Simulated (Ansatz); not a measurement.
Gas-phase electronic energies from Ansatz, PBE0-D4/def2-TZVP geometries. CBS: MP2 limit from def2 TZ/QZ plus the TZ coupled-cluster correction, frozen cores. This one scheme is used for every species, atoms too. DFT in def2-TZVPP. No spin–orbit coupling; open shells (•) take unrestricted orbitals. Spin–orbit coupling would lower the free atoms: a little for B, Si; strongly for Sn. def2 core potentials past Kr. For Sn outer-core shells are correlated without core-valence functions, so the limit isn't a true one: a few kJ/mol of doubt a bond, and 10 to 20 or more in all where bonds break to atoms.

`B[B]([SiH3])[SnH3]` → 2 B• + 8 H• + Si• + Sn•  (atomization)

```json
{"species": "`B[B]([SiH3])[SnH3]`", "revPBE energy (Eh)": "-558.20946"}
{"species": "B•", "revPBE energy (Eh)": "-24.65285"}
{"species": "H•", "revPBE energy (Eh)": "-0.50412"}
{"species": "Si•", "revPBE energy (Eh)": "-289.31540"}
{"species": "Sn•", "revPBE energy (Eh)": "-214.30325"}
```

**Question.** Work out ΔE.

**Answer.** ΔE = 8 × (-0.50412) + 2 × (-24.65285) + (-289.31540) + (-214.30325) − (-558.20946) = 1.25215 Eh = +34.07 eV. CCSD(T)/CBS gives +35.39 eV.

Largest T1 diagnostic among the species: 0.016.

Leaving LDA and LC-ωPBE aside and taking each functional with its dispersion term where it has one, the values, not all of them listed here, spread over 1.40 eV, from revPBE-D4 to B97M-V. LDA lies +4.49 eV from PBE without D4, its usual overbinding. In def2-TZVPP, CCSD(T) changes the Hartree–Fock value by +7.54 eV (the triples alone add +0.37 eV) and MP2 by +7.14 eV; breaking electron pairs costs correlation energy, which Hartree–Fock lacks. The D4 term adds +0.45 eV with B3LYP and +0.24 eV with PBE0; it sums over pairs of atoms, weighted by their polarisabilities, and B3LYP, whose exchange is more repulsive, gets the larger term.

B3LYP here is the variant with VWN-RPA as its local correlation; programs differ in this.

For atomizations the MP2-based limit and the directly extrapolated one differ by several kJ/mol either way, and by 10 to 25 for some Ge, Se and Sn compounds, so smaller differences from it don't rank the levels.
